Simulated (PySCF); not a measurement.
## Electric field gradients and quadrupole coupling constants

Compound: C4H11OPSi3.
Cartesian coordinates in Å at the GFN2-xTB level; atoms count from 1:
```
atom  x, y, z in Å
C1     3.0899    1.2563    2.2189
C2     2.7793    0.3794    1.0304
O3     3.6150   -0.0909    0.2958
C4     1.3700    0.1492    0.8573
C5     0.1842   -0.0374    0.6967
Si6   -1.6111   -0.4717    0.4925
P7    -1.9812   -2.3034    1.7601
Si8   -2.0782   -0.7491   -1.7825
Si9   -1.4275    1.0149   -3.1335
H10    4.1624    1.4166    2.2935
H11    2.5770    2.2105    2.1122
H12    2.7240    0.7790    3.1267
H13   -2.3160    0.6084    1.2053
H14   -0.7797   -2.2444    2.4420
H15   -1.4693   -3.1915    0.8315
H16   -1.4678   -2.0154   -2.2223
H17   -3.5242   -1.0058   -1.8984
H18   -0.0290    1.3790   -2.9100
H19   -2.2373    2.2050   -2.8602
H20   -1.5857    0.7221   -4.5594
```

Field gradients from the PBE0/pcSseg-1 density (PySCF, non-relativistic), principal values in atomic units, ordered |Vxx| ≤ |Vyy| ≤ |Vzz|:

```tsv
atom	Vxx	Vyy	Vzz
O3	0.5675	1.5122	-2.0797
```

**Question.** Find the asymmetry η = (Vxx − Vyy)/Vzz and the couplings χ = eQV/h (234.96 MHz × Q in barn × V in au), with Q(17O) = −0.0256 b.

**Answer.** 
| atom | environment | nucleus | η | χzz (MHz) | χxx (MHz) | χyy (MHz) |
| --- | --- | --- | --- | --- | --- | --- |
| O3 | ketone oxygen | 17O | 0.45 | 12.51 | -3.41 | -9.10 |

**Question.** What is Vzz at O3 in SI units (1 au = 9.71736 × 10²¹ V/m²)?

**Answer.** -2.0797 au = -20.209 × 10²¹ V/m².

Were the hydrogens deuterons (Q(2H) = 0.00286 b), χzz would run from 104 kHz (H13) to 210 kHz (H10 and H11).

One conformer (not necessarily the lowest) at the GFN2-xTB geometry, without solvent, vibrations or thermal averaging. GFN2-xTB bond lengths can be off by several hundredths of an ångström, more for odd bonds, and the gradients follow them. A larger basis could move these couplings by a tenth or more.
